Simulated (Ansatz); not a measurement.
The cluster Al3P4⁻. Total charge -1; quintet. Geometry r2SCAN-D4/def2-SVPD; atoms count from 1.

```xyz
7

Al    1.2510    0.8621   -0.9541
Al   -1.7897   -0.0209    0.1057
Al    0.6484   -1.2865    0.7882
P    -1.2020   -0.6739    2.2059
P     2.3896    0.3714    0.9556
P    -0.3643   -0.7713   -1.6893
P    -0.9330    1.5192   -1.4121
```

At PBE0-D4/def2-TZVPD a singlet of charge -1 lies 1.77 eV below the quintet, each at its own geometry. The structure comes from a short search, and lower isomers may exist.

Estimate the Mulliken populations from the PBE0/def2-TZVPD orbitals of Ansatz.


```
atom  charge (e)  spin (α − β)
 Al1        0.06          0.43
 Al2        0.07          0.43
 Al3        0.00          0.73
  P4       -0.30          0.97
  P5       -0.30          0.97
  P6       -0.26          0.12
  P7       -0.26          0.35
```
Mulliken values and Mayer orders depend strongly on the basis. With diffuse functions, as here, like atoms can get unlike values, and bond orders can come out too low or too high.

Where does the spin sit?

Summed by element: Al 1.60, P 2.40, of 4 unpaired in all. Largest on single atoms: P5 0.97, P4 0.97, Al3 0.73.

And the Mayer bond orders between bonded heavy atoms (over 0.3)?

Al1–P5 1.14 (2.28 Å); Al1–P6 0.67 (2.41 Å); Al1–P7 0.89 (2.33 Å); Al2–P4 1.14 (2.28 Å); Al2–P6 0.68 (2.41 Å); Al2–P7 0.89 (2.33 Å); Al3–P4 0.81 (2.41 Å); Al3–P5 0.81 (2.41 Å); Al3–P6 0.41 (2.73 Å); P6–P7 0.89 (2.38 Å). Values over 0.3 also appear between atoms too far apart for a bond (Al1–Al2 0.34 at 3.34 Å); they arise where an orbital or an unpaired electron spreads over both atoms.
